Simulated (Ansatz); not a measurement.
Geometry optimisation, Ansatz 0.2.0, RKS B3LYP/def2-SVP.

Input file:

```yaml
crystal:
  periodic: [false, false, false]
  atoms:
    - { symbol: B, position_ang: [0.0, 0.0, 0.0] }
    - { symbol: H, position_ang: [0.0, 0.0, 1.54] }
    - { symbol: F, position_ang: [1.1431, 0.0, -0.66] }
    - { symbol: F, position_ang: [-1.1431, 0.0, -0.66] }
    - { symbol: F, position_ang: [0.0677, -1.5359, 0.5108] }
    - { symbol: H, position_ang: [0.0382, -0.8667, 1.4996] }
basis:
  gaussian: { orbitals: def2-SVP }
hamiltonian:
  xc: b3lyp
relax:
  f_tol: 0.15
  max_steps: 25
  restrain:
    - { distance: [0, 4], at: 2.52, k: 30.0 }
    - { distance: [5, 1], at: 1.86, k: 30.0 }
    - { distance: [0, 1], at: 1.19, k: 30.0 }
    - { distance: [5, 4], at: 0.92, k: 30.0 }
output:
  orbitals: {}
```

Launched with:

```bash
$ ansatz run input.yaml --threads 1 --pin off --max-ram 2048MiB --backend cpu --events-out ev --progress --plain --runs-dir out
```

Task: Where does it end, and by what steps?

Result: It converged. The restraints hold the end off the free minimum. After 6 steps the energy has fallen by 2.054 eV (the restraints' own energy left out); F5 moved furthest, 0.68 Å. Parted: B1–F5 (1.62 → 2.52 Å). Joined: B1–H2 (1.54 → 1.20 Å), F5–H6 (1.19 → 0.93 Å).

```
step  energy less start (eV)  largest force component (eV/Å)  accepted
   0                  0.0000                           4.566       yes
   1                 -0.7794                           2.643       yes
   2                 -1.4875                           2.410       yes
   3                 -1.7865                           1.863       yes
   4                 -2.0375                           0.410       yes
   5                 -1.7734                           2.488        no
   6                 -2.0536                           0.329       yes
```

```xyz
6
Properties=species:S:1:pos:R:3
B -0.010 0.255 -0.021
H -0.021 0.382 1.170
F 1.124 0.256 -0.686
F -1.134 0.226 -0.703
F 0.033 -2.084 0.906
H 0.113 -1.438 1.565
```

The run took 14 s on 1 thread of Arm Neoverse V1 (shared host), peak memory 0.093 GiB.
